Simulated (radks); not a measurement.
Fractional charge and spin in the 6s shell of mercury: the spin-up occupation runs from 0 to 1 and the spin-down occupation from 0 to 1; the fullest corner is Hg, [Xe] 4f14 5d10 6s(up 1, down 1). All-electron calculation, scalar-relativistic Kohn-Sham, BLYP, spin-polarised, spherical densities, finite nucleus; Fermi nuclear charge, rms radius of each element as measured or else 0.836 A^(1/3) + 0.57 fm. Program: a radial shooting solver on a logarithmic mesh with Libxc functionals. Energy (eV) minus the two flat planes that join the four corners (they meet along the diagonal where the two added fractions sum to one electron); zero is where a piecewise linear energy would lie.

\begin{tabular}{lrrrrr}
down \ up & 0 & 0.25 & 0.5 & 0.75 & 1 \\ \hline
0 & 0.000 & -0.796 & -1.057 & -0.789 & 0.000 \\
0.25 & -0.796 & -1.012 & -0.703 & 0.122 & -0.720 \\
0.5 & -1.057 & -0.703 & 0.163 & -0.642 & -0.953 \\
0.75 & -0.789 & 0.122 & -0.642 & -0.915 & -0.708 \\
1 & 0.000 & -0.720 & -0.953 & -0.708 & 0.000 \\
\end{tabular}

Corners above the fullest one (they belong to Hg+ and the next ion): (up 1, down 0) 10.526 eV, (up 0, down 1) 10.526 eV, (up 0, down 0) 29.752 eV. With half an added electron in each spin the energy lies 0.163 eV from the planes (fractional-spin error, the static-correlation error of a stretched bond), and with half an added electron in spin up alone -1.057 eV (fractional-charge error). For a frontier s shell over closed shells the exact functional lies on the planes.
